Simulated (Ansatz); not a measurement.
Relaxation of C2H6GeOS (11 atoms, charge 0, multiplicity 1), to a largest force component of 0.02 eV/Å in at most 50 steps.

Level of theory: RKS PBE0-D4/def2-SVP (Ansatz 0.2.0).

```xyz
11
Properties=species:S:1:pos:R:3:forces:R:3
O -0.710 1.936 0.662 -2.66 1.05 -0.73
Ge 0.450 0.677 0.446 0.56 -2.36 0.12
C -0.320 -1.061 0.808 1.27 -1.02 1.66
S -0.260 -1.723 -0.881 2.78 -1.83 2.49
C 0.381 -0.115 -1.331 -0.18 3.19 -1.56
H -1.583 1.639 0.232 1.96 0.64 1.19
H 1.897 0.957 1.016 -0.88 0.18 -0.37
H -0.973 -2.903 -0.934 -1.61 0.46 -0.62
H 0.396 -1.641 1.508 -1.49 0.15 -0.68
H -0.299 0.461 -1.957 0.06 -0.05 -0.73
H 1.384 -0.222 -1.724 0.18 -0.41 -0.78
```

Problem. Where does it end, and by what steps?

Solution. The forces met the threshold. After 13 steps the energy has fallen by 3.276 eV; H8 moved furthest, 1.18 Å.

```tsv
step	energy less start (eV)	largest force component (eV/Å)	accepted
0	0.0000	3.186	yes
1	-1.4881	2.110	yes
2	-2.2226	1.506	yes
3	-2.6894	1.171	yes
4	-3.0096	0.820	yes
5	-3.1787	0.543	yes
6	-3.2109	1.073	yes
7	-3.2120	1.050	yes
8	-3.2631	0.200	yes
9	-3.2647	0.472	yes
10	-3.2742	0.202	yes
11	-3.2758	0.080	yes
12	-3.2762	0.046	yes
13	-3.2764	0.018	yes
```

```xyz
11
Properties=species:S:1:pos:R:3
O -0.806 1.852 0.568
Ge 0.459 0.594 0.410
C 0.126 -1.191 0.905
S -0.004 -1.853 -0.657
C 0.501 -0.266 -1.417
H -1.682 1.459 0.657
H 1.712 1.381 0.824
H -1.319 -1.800 -1.181
H 0.088 -1.839 1.781
H -0.213 0.056 -2.190
H 1.502 -0.387 -1.855
```

The run took 53 s on 2 threads of Intel(R) Xeon(R) Platinum 8488C (Sapphire Rapids), with other jobs on the host, peak memory 0.33 GiB.
